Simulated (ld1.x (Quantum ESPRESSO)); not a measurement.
## Transferability test, PAW potential for boron

| Item | Value |
| --- | --- |
| Element | boron |
| Generator | ld1.x (Quantum ESPRESSO) 7.5 |
| Type | PAW |
| Functional | PBEsol |
| Relativity | scalar-relativistic |
| Frozen core | [He] |
| Valence charge | 3 |
| Reference configuration | 2s2 2p0 (charge +1) |
| Partial waves | 2s (bound): rcut 1.05, rcutus 1.25 bohr; 2s channel at -1.05 Ry: rcut 1.05, rcutus 1.25 bohr; 2p (bound, empty): rcut 1.85, rcutus 2.05 bohr; 2p channel at 1.3 Ry: rcut 1.85, rcutus 2.05 bohr |
| Local potential | all-electron potential smoothed inside 1.75 bohr (lloc = -2) |
| Core correction | Bessel-smoothed model core inside 0.75 bohr |
| Augmentation charge | PSQ, inside the norm-conserving radii |

Energies are relative to the spin-unpolarised reference configuration 2s2 2p0; without spin polarisation the order of configurations can differ from experiment.

```json
{"valence configuration": "2s2 2p1", "charge": "0", "ΔE all-electron (eV)": "-8.139", "error AE − PS (meV)": "0.0"}
{"valence configuration": "2s1 2p0", "charge": "+2", "ΔE all-electron (eV)": "25.262", "error AE − PS (meV)": "-3.4"}
{"valence configuration": "2s2 2p0.5", "charge": "+0.5", "ΔE all-electron (eV)": "-5.284", "error AE − PS (meV)": "0.0"}
{"valence configuration": "2s0 2p3", "charge": "0", "ΔE all-electron (eV)": "3.517", "error AE − PS (meV)": "-1.0"}
{"valence configuration": "2s1 2p1", "charge": "+1", "ΔE all-electron (eV)": "6.125", "error AE − PS (meV)": "-0.4"}
{"valence configuration": "2s2 2p1.3", "charge": "-0.3", "ΔE all-electron (eV)": "-8.864", "error AE − PS (meV)": "+0.1"}
```

Q: What are ΔE and the potential's error for 2s1 2p2?

A: ΔE = -2.320 eV all-electron; the error (AE − PS) is -0.2 meV.

Levels in the configuration 2s2 2p1:

```
level  all-electron (eV)  pseudo (eV)
   2s             -9.361       -9.361
   2p             -3.555       -3.555
```
